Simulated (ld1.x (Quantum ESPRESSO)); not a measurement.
**Varying the ultrasoft potential for beryllium**

Base potential:

Be (Z = 4), ultrasoft, made with ld1.x (Quantum ESPRESSO) 7.5 (PBEsol, non-relativistic). Core none, reference 1s2 2s2 2p0. Waves: 1s (bound): rcut 0.65, rcutus 0.75 bohr; 2s (bound): rcut 0.65, rcutus 0.75 bohr; 2p (bound, empty): rcut 3.70, rcutus 4.45 bohr; 2p channel at 1.4 Ry: rcut 3.70, rcutus 4.45 bohr; 3d channel at 0.15 Ry: rcut 4.15, rcutus 4.55 bohr; 3d channel at 2.5 Ry: rcut 4.15, rcutus 4.55 bohr. Local part: all-electron potential smoothed inside 0.70 bohr (lloc = -1). Core correction: none. Augmentation charge: PSQ, radius 0.55 bohr.

Cutoffs, loose and tight: the cutoffs (Ry, on a coarse ladder) from which the occupation-weighted sum of valence levels, in a spherical-Bessel basis at the reference potential, stays within 10 and 1 mRy of its value at 400 Ry. They do not see the model core or the augmentation charge, which bear on the density cutoff. Test errors are all-electron minus pseudo excitation energies from the reference, over the configurations 1s2 2s1 2p0; 1s2 2s0 2p0; 1s2 2s1.5 2p0; 1s2 2s0 2p2; 1s2 2s0 2p1; 1s1 2s2 2p0; 1s2 2s1 2p1. A dash means not determined; rows that change the core or the reference have their own tests. The largest error is taken over the tests solved by every variant that gives reliable tests at all: 1s1 2s2 2p0; 1s2 2s0 2p0; 1s2 2s1.5 2p0.

Cutoffs are not given where the Bessel-basis levels miss the radial ones by over 6 mRy, ghosts where they miss by over 20 mRy; a channel whose overlap is not positive is not tested.

A file whose overlap is not positive is unfit for use, and its test errors describe a broken file.

```csv
change,outcome,"cutoff, loose","cutoff, tight",bound ghosts,largest test error (meV)
base,generated,120 Ry,180 Ry,none,+532
"wave 3d channel at 2.5 Ry: rcut 4.15, rcutus 4.55 bohr becomes 3d channel at 0.11 Ry: rcut 4.15, rcutus 4.55 bohr","generated, overlap not positive",–,–,not determined (overlap not positive),+532
local potential all-electron potential smoothed inside 3.85 bohr (lloc = -1),generated,140 Ry,180 Ry,none,test run stopped at test 1 of 7 (negative rho)
"type PAW; waves now 1s (bound): rcut 0.65, rcutus 0.75 bohr; 2s (bound): rcut 0.65, rcutus 0.75 bohr; 2p (bound): rcut 3.70, rcutus 4.45 bohr; 2p channel at 1.4 Ry: rcut 3.70, rcutus 4.45 bohr; 3d channel at 0.15 Ry: rcut 4.15, rcutus 4.55 bohr; local potential all-electron potential smoothed inside 1.45 bohr (lloc = -1); augmentation BESSEL, radius 0.50 bohr","generated, overlap not positive",–,–,not determined (overlap not positive),-26
"waves 3d channel at 0.15 Ry: rcut 4.15, rcutus 4.70 bohr; 3d channel at 2.5 Ry: rcut 4.15, rcutus 4.70 bohr",generated,120 Ry,180 Ry,none,+532
"augmentation PSQ, radius 0.60 bohr",generated,120 Ry,180 Ry,none,+365
local potential all-electron potential smoothed inside 3.78 bohr (lloc = -1),generated,140 Ry,180 Ry,none,test run stopped at test 1 of 7 (negative rho)
"all radii scaled by about 0.93 (s 0.70, p 4.12, d 4.20 bohr, rcut 0.60/3.42/3.84); local potential all-electron potential smoothed inside 0.64 bohr (lloc = -1); augmentation PSQ, radius 0.50 bohr",generated,120 Ry,180 Ry,none,+328
```
